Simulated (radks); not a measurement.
The numbers below are computed, except where a source is named.
Problem. Coherent X-ray form factor from a spherical all-electron density. Level of theory: non-relativistic Kohn-Sham, PBE, spin-polarised, spherical densities, point nucleus (a radial shooting solver on a logarithmic mesh with Libxc functionals).

sin(theta)/lambda (1/angstrom)  f0 (electrons)
0.05                                    68.063
0.1                                     65.689
0.15                                    62.592
0.2                                     59.174
0.25                                    55.639
0.3                                     52.150
0.4                                     45.753
0.5                                     40.332
0.6                                     35.738
0.8                                     28.359
1                                       23.003
1.25                                    18.685
1.5                                     16.065
2                                       12.550

The species is in the configuration that NIST lists as its ground one. Which atom or ion scatters so?

Solution. The ytterbium ion Yb+, [Xe] 4f14 6s1. Extrapolating in s^2 from the first two rows gives f0(0) = 68.9, near the electron count 69; among species with that count, the fall with angle is slower the higher Z, and the table is that of Z = 70; from so few rows the species is fixed only to a neighbour or two.
